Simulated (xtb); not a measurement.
FNa, singlet, geometry from GFN2-xTB (such geometries of metal compounds can be far from the true shape); GFN0-xTB (xtb 6.7.1).

Input for xtb:
```
$ xtb mol.xyz --gfn 0 --etemp 5000 --json

# file mol.xyz
2

Na    -0.00000000    -0.00000000    -0.78691227
F      0.00000000     0.00000000     0.96178167
```

The log (banner, timings and long lists left out):

```
   ID    Z sym.   atoms
    1   11 Na     1
    2    9 F      2

           -------------------------------------------------
          |                Calculation Setup                |
           -------------------------------------------------

           -------------------------------------------------
          |                 G F N 0 - x T B                 |
           -------------------------------------------------

          ...................................................
          :                      SETUP                      :
          :.................................................:
          :  # basis functions                   8          :
          :  # atomic orbitals                   8          :
          :  # shells                            4          :
          :  # electrons                         8          :
          :  electronic temp.         5000.0000000     K    :
          :  accuracy                    1.0000000          :
          :  -> integral cutoff          0.2500000E+02      :
          :  -> integral neglect         0.1000000E-07      :
          ...................................................

         :::::::::::::::::::::::::::::::::::::::::::::::::::::
         ::                     SUMMARY                     ::
         :::::::::::::::::::::::::::::::::::::::::::::::::::::
         :: total energy              -4.403905798613 Eh    ::
         :: gradient norm              0.052769106801 Eh/a0 ::
         :: HOMO-LUMO gap              4.759070599685 eV    ::
         ::.................................................::
         :: H0 energy                 -4.252557580669 Eh    ::
         :: repulsion energy           0.010779832881 Eh    ::
         :: electrostat energy        -0.162056359736 Eh    ::
         :: -> Gsolv                   0.000000000000 Eh    ::
         ::    -> Gsasa                0.000000000000 Eh    ::
         ::    -> Gshift               0.000000000000 Eh    ::
         :: dispersion energy         -0.000071691089 Eh    ::
         :: short-range corr.          0.000000000000 Eh    ::
         :: add. restraining           0.000000000000 Eh    ::
         :: total charge               0.000000000000 e     ::
         :::::::::::::::::::::::::::::::::::::::::::::::::::::

           -------------------------------------------------
          |                Property Printout                |
           -------------------------------------------------

    * Orbital Energies and Occupations

         #    Occupation            Energy/Eh            Energy/eV
      -------------------------------------------------------------
         1        2.0000           -0.8078886             -21.9838
         2        1.9954           -0.4394018             -11.9567
         3        1.9954           -0.4393849             -11.9563
         4        1.9954           -0.4393849             -11.9563 (HOMO)
         5        0.0138           -0.2644923              -7.1972 (LUMO)
         6        0.0000           -0.0811288              -2.2076
         7        0.0000           -0.0811288              -2.2076
         8                          0.0503885               1.3711
      -------------------------------------------------------------
                  HL-Gap            0.1748926 Eh            4.7591 eV
             Fermi-level            0.0000000 Eh            0.0000 eV

     #   Z          covCN         q      C6AA      α(0)
     1  11 Na       0.598     0.483   192.675    48.804
     2   9 F        0.598    -0.483    14.699     4.422

 Mol. C6AA /au·bohr⁶  :        267.165777
 Mol. C8AA /au·bohr⁸  :      28143.813576
 Mol. α(0) /au        :         53.225977

Wiberg/Mayer (AO) data.
largest (>0.10) Wiberg bond orders for each atom

 ---------------------------------------------------------------------------
     #   Z sym  total        # sym  WBO       # sym  WBO       # sym  WBO
 ---------------------------------------------------------------------------
     1  11 Na   0.404 --     2 F    0.404
     2   9 F    0.404 --     1 Na   0.404
 ---------------------------------------------------------------------------

Topologies differ in total number of bonds
Writing topology from bond orders to xtbtopo.mol

 dipole moment from electron density (au)
     X       Y       Z
  -0.0000  -0.0000  -3.2097  total (Debye):    8.158

           -------------------------------------------------
          | TOTAL ENERGY               -4.403905798613 Eh   |
          | GRADIENT NORM               0.052769106801 Eh/α |
          | HOMO-LUMO GAP               4.759070599685 eV   |
           -------------------------------------------------

normal termination of xtb
```
